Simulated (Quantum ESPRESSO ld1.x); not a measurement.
The numbers below are computed, except where a source is named.
Si, configuration [Ne] 3p4 (not the ground configuration). Level of theory: Dirac Kohn-Sham, relativistic LDA (MacDonald-Vosko exchange, VWN5 correlation), spin-unpolarised, spherical densities, point nucleus; open shells are shared between the two j in proportion to 2j + 1 (ld1.x of Quantum ESPRESSO 7.5).

Spin-orbit splittings of the eigenvalues, e(l+1/2) - e(l-1/2), with zeta = 2 splitting/(2l+1) and mean radii in bohr:

shell  occ.  splitting (eV)  zeta (eV)  <r> j=l-1/2  <r> j=l+1/2
2p        6          0.6461     0.4307       0.5366       0.5388
3p        4               ?          ?        2.626        2.634

Estimate the 3p splitting.

Answer. 0.03755 eV (zeta = 0.02503 eV).
